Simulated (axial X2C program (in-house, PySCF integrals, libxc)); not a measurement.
## Te₂: properties at the nuclei

Computed with an axial X2C code built on PySCF integrals: two-component X2C with atomic mean-field Coulomb and Gaunt terms, Gaussian nuclei, basis Te dyall-cv3z with contracted cores.

R = 2.561 Å (near the PBE0 minimum at charge 0 of the determinant lowest at the starting distance; the state shown can have its own minimum elsewhere).

Determinant lowest in the PBE0 search, Ω = 1 (⟨Sz⟩ = 0.99, ⟨Lz⟩ = 0.01 at PBE0), spin on the atoms Te 0.49, Te 0.49:

```tsv
level	A∥/gI Te (MHz)	qzz Te (a.u.)
PBE0	-529	3.79
HF	-217	3.53
LDA	-532	3.96
TPSSh	-531	3.85
r2SCAN	-474	3.82
```

Determinant 0.02 eV from it at PBE0 and this distance, Ω = 0 (closed shell), highest spinor 95% Te p, 4% Te d:

```tsv
level	qzz Te (a.u.)
PBE0	4.22
HF	3.87
LDA	4.39
TPSSh	4.28
r2SCAN	4.29
```

A∥ (defined per Ω) follows by multiplying with gI = μI/(I μN); qzz is the electric field gradient, eQq0 = 234.96 MHz × Q/barn × qzz. The operators were transformed with the bare-nucleus X2C matrices; with these basis sets, hyperfine constants and field gradients can be off by tens of per cent, and where levels differ in sign neither size nor sign is settled.

Each state is one determinant with collinear spin, which with several unpaired electrons need not be a pure state. Unrestricted Hartree–Fock can overshoot spin polarisation at the nuclei. A closed determinant beside an open π² or δ² triplet, such as (π1/2)², mixes with its partner pair into the 0⁺ component of the triplet and ¹Σ⁺, so its energy is not that of a level, and 0⁺ can lie lowest. With several open shells hyperfine constants can be off by a factor of several. Open-shell Ω = 0 determinants with evenly filled partner blocks cannot be reached by this program, so the Ω shown need not be the lowest component. At LDA a later determinant lies lower. States lie within half an eV, so the first need not be the ground state. Further determinants of the search, some of them spin-mixed, are not shown. Where a field gradient or hyperfine factor spreads by more than a factor of two over the levels, a constant derived from it is not to be relied on. PBE0 term energies can be off by some tenths of an eV.
